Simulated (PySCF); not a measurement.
PySCF input for C₂H₇BN₂O, SMILES C/C=N/B(N)O, IEF-PCM-PBE0/def2-SVP. Geometry optimised at PBE0-D3(BJ)/def2-SVP. The structure was generated by enumeration; whether it is a known compound was not checked. The values are those of a single conformer.

```python
import numpy as np
from pyscf import gto, scf, dft
from pyscf.solvent import pcm

mol = gto.M(
    atom='''
    C     2.71057575    0.07711108    0.33537532
    C     1.23700189   -0.10481219    0.50170193
    N     0.38873640    0.21720740   -0.37736382
    B    -1.04762390    0.03178054   -0.23898490
    N    -1.61587677   -1.25168731   -0.12273267
    O    -1.87611549    1.12595885   -0.25355839
    H     3.10878869    0.73538498    1.12548560
    H     2.93244136    0.50863337   -0.64975520
    H     3.23121358   -0.88909062    0.44274404
    H     0.93097087   -0.55332923    1.47523941
    H    -1.06735602   -2.09690638   -0.16368052
    H    -2.61579094   -1.39566087   -0.14384827
    H    -1.36870728    1.93196119   -0.38458143
    ''',
    basis='def2-SVP',
    charge=0,
    spin=0,
    max_memory=1600,
    verbose=3,
)
mf = dft.RKS(mol, xc='pbe0').density_fit(auxbasis='def2-universal-jkfit')
mf.grids.level = 3
mf.conv_tol = 1e-9
mf.max_cycle = 100
mf.kernel()
res = {}
for name, eps in {'water': 78.355, 'dichloromethane': 8.93, 'dimethylsulfoxide': 46.826}.items():
    s = mf.PCM()
    s.with_solvent.method, s.with_solvent.eps, s.with_solvent.lebedev_order = 'IEF-PCM', eps, 29
    s.kernel(mf.make_rdm1())
    res[name] = (s.e_tot, eps, s.dip_moment(), s.mo_energy, s.converged)
    print(f'{name}: electrostatic solvation free energy {(s.e_tot - mf.e_tot) * 627.509474:.3f} kcal/mol')
```

Log of the run:

```
converged SCF energy = -289.565911585128

WARN: PCM is an experimental feature. It is still in testing.
Features and APIs may be changed in the future.

converged SCF energy = -289.577898809224
Dipole moment(X, Y, Z, Debye):  1.58238, -1.35925,  1.48307
water: electrostatic solvation free energy -7.522 kcal/mol

WARN: PCM is an experimental feature. It is still in testing.
Features and APIs may be changed in the future.

converged SCF energy = -289.57601157722
Dipole moment(X, Y, Z, Debye):  1.52356, -1.30434,  1.39480
dichloromethane: electrostatic solvation free energy -6.338 kcal/mol

WARN: PCM is an experimental feature. It is still in testing.
Features and APIs may be changed in the future.

converged SCF energy = -289.577724885429
Dipole moment(X, Y, Z, Debye):  1.57695, -1.35409,  1.47463
dimethylsulfoxide: electrostatic solvation free energy -7.413 kcal/mol
```

Self-consistency was reached.

Cost: about 100 core-seconds (a rough figure).
